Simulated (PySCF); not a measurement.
```xyz
3
charge 0 multiplicity 3, angstrom
Ti    0.0000    0.0000   -0.0362
H     1.5011    0.0000    0.8591
H    -1.5011    0.0000    0.8591
```

These are results of UPBE in PySCF with Ti def2-TZVP, H def2-TZVP; no relativity; density-fitted integrals, not measurements.

This geometry of TiH2 is a stationary point at this level.

Task: What is the point group?

Result: C2v.

Task: Is it a minimum?

Result: Yes: all harmonic wavenumbers are real.

Task: List the harmonic modes with their infrared intensities.

Result: 
```tsv
symmetry	ω (cm⁻¹)	IR (km/mol)	type
a1	593	96.0	bend
b2	1576	462	stretch
a1	1592	142	stretch
```

Task: Give the ideal-gas entropy at 298.15 K and 1 bar by parts.

Result: translation 157.6, rotation 58.4, vibration 2.0, spin 9.1; total 227.2 J/(mol K).

Task: What is the atomisation energy, with and without zero-point energy?

Result: 550 kJ/mol without, 527 kJ/mol with.

In C2v the vibrations span 2a1 + b2. Here b1 is antisymmetric to the molecular plane and b2 lies in it.

This need not be the most stable arrangement of these atoms. With open d or f shells other occupations or spin states may lie lower.
